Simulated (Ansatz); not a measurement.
C2H6AlFSi, SMILES `F[CH]1[CH2][Al]1[SiH3]`, relaxed with RKS PBE0-D4/def2-TZVP in the Gaussian-basis code of Ansatz from a PBE-D4/def2-SVP geometry. The force threshold is 0.005 eV/Å; the program also tests the step.

The species carries charge 0 and has multiplicity 1.

Start:

```xyz
11

F     2.032    0.916   -2.031
C     1.070    0.019   -1.597
C    -0.401    0.451   -1.673
Al    0.123   -0.131    0.118
Si   -0.511   -0.428    2.459
H     1.235   -0.964   -2.094
H    -1.036    0.122   -2.518
H    -0.498    1.554   -1.534
H     0.659   -0.359    3.405
H    -1.147   -1.789    2.598
H    -1.526    0.608    2.869
```

```
step  energy (eV)  largest force (eV/Å)  largest move (Å)
   1  -19351.9744                 0.615             0.000
   2  -19352.0111                 0.359             0.028
   3  -19352.0168                 0.056             0.021
   4  -19352.0173                 0.093             0.042
   5  -19352.0176                 0.047             0.041
   6  -19352.0182                 0.026             0.018
   7  -19352.0183                 0.012             0.003
   8  -19352.0183                 0.004             0.003
```

End:

```xyz
11

F     2.020    0.909   -1.954
C     1.051    0.008   -1.550
C    -0.406    0.457   -1.688
Al    0.043   -0.126    0.093
Si   -0.513   -0.433    2.448
H     1.226   -0.944   -2.060
H    -0.994    0.121   -2.539
H    -0.492    1.546   -1.572
H     0.691   -0.357    3.316
H    -1.134   -1.777    2.615
H    -1.492    0.597    2.889
```

Hardware: 4 threads of an Arm Neoverse V1 on a shared host. Wall time 33 s, peak host memory 0.52 GiB.
